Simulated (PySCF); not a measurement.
Compound: Sn(OH)H3.
Cartesian coordinates in Å at the PBE0-D3(BJ)/def2-SVP level; atoms count from 1:
```
atom  x, y, z in Å
Sn1   -0.0460   -0.1394   -0.4860
O2    -0.0748   -0.1341    1.5052
H3     0.3288    0.6589    1.8741
H4     1.5851   -0.1391   -1.0227
H5    -0.8750    1.2477   -1.0657
H6    -0.8550   -1.5900   -0.8741
```

Theory: PBE0-D3(BJ)/def2-SVP geometry optimisation, gas phase, def2 core potentials past Kr in PySCF 2.14.0.

Which atoms are bound to Sn1, and at what distances?

4 atoms: H6 1.706 Å, H5 1.717 Å, H4 1.717 Å, O2 1.991 Å. The nearest atom not counted as bound is H3, at 2.52 Å.

List the angles at Sn1.

```json
{"angle": "H5–Sn1–H6", "degrees": "112.4", "distance of the outer atoms (Å)": "2.84"}
{"angle": "H4–Sn1–H6", "degrees": "112.3", "distance of the outer atoms (Å)": "2.84"}
{"angle": "H4–Sn1–H5", "degrees": "110.7", "distance of the outer atoms (Å)": "2.82"}
{"angle": "O2–Sn1–H5", "degrees": "109.2", "distance of the outer atoms (Å)": "3.03"}
{"angle": "O2–Sn1–H4", "degrees": "109.0", "distance of the outer atoms (Å)": "3.02"}
{"angle": "O2–Sn1–H6", "degrees": "102.9", "distance of the outer atoms (Å)": "2.90"}
```

What is the shape at Sn1?

Distorted tetrahedral: angles from 102.9° to 112.4°; τ4 = (360° − α − β)/141° = 0.96 with α and β the two widest (0 for a square, 1 for a tetrahedron).

What are the other bond lengths?

O2–H3 0.963 Å.

What are the rotational constants (commonest isotopes, rigid rotor)?

A = 57171, B = 7631, C = 7539 MHz: a near-prolate asymmetric top.

Point group: Cs (tolerance 0.08 Å). Charge 0, singlet. No frequency check.
